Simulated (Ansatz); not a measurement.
Reaction (homolysis of the Cl–Sn bond): `[Cl][SnH]([Cl])[GeH3]` → Cl• + `[Cl][SnH][GeH3]`•

Calculated with Ansatz (gas phase, PBE0-D4/def2-TZVP geometries, no zero-point term in ΔE). CCSD(T)/CBS is the MP2 limit (def2-TZVPP, def2-QZVPP) plus CCSD(T) − MP2 in def2-TZVPP, frozen cores. This one scheme is used for every species, atoms too. DFT in def2-TZVPP. HSE06 is defined as in plane-wave codes. Open shells (•) are unrestricted, without spin–orbit coupling. Spin–orbit coupling would lower the free atoms: a little for Cl. Elements past krypton have def2 core potentials. For Ge, Sn outer-core shells are correlated without core-valence functions, so the limit isn't a true one: a few kJ/mol of doubt a bond, and 10 to 20 or more in all where bonds break to atoms. Scalar relativity is left out up to krypton.

```tsv
level	ΔE (kcal/mol)	difference from CCSD(T)/CBS
PBE-D4	90.8	-3.8
B97M-V	94.2	-0.4
PBE0-D4	90.6	-4.0
r2SCAN0-D4	88.8	-5.8
HSE06-D4	90.6	-4.0
CAM-B3LYP-D4	88.6	-6.0
ωB97M-V	92.0	-2.6
revPBE	84.5	-10.1
BLYP	82.6	-12.0
PBE0	89.2	-5.4
CAM-B3LYP	87.1	-7.5
LC-ωPBE	89.4	-5.2
MP2/def2-SVP	87.8	-6.8
SCS-MP2/def2-TZVPP	91.8	-2.8
CCSD/def2-TZVPP	86.8	-7.8
MP2/def2-QZVPP	97.9	3.3
CCSD(T)/CBS	94.6	0
```

Largest T1 diagnostic among the species: 0.014.

At CCSD(T), def2-SVP lies −10.8 kcal/mol from the extrapolated value and def2-TZVPP −5.4 kcal/mol: correlation converges slowly with the basis, and small sets miss more of it in the bonded molecule than in its fragments. From r2SCAN to r2SCAN0 (25 % exact exchange), in def2-TZVPP and without D4, ΔE moves by −1.5 kcal/mol: exact exchange takes away binding that semilocal exchange gives to molecules. The D4 term adds +2.5 kcal/mol with B3LYP and +1.4 kcal/mol with PBE0; it sums over pairs of atoms, weighted by their polarisabilities, and B3LYP, whose exchange is more repulsive, gets the larger term.

CCSD(T)/CBS has its own doubt, a few kJ/mol and more with outer-core shells, so smaller differences from it don't rank the levels.

B3LYP here is the variant with VWN-RPA as its local correlation; programs differ in this.
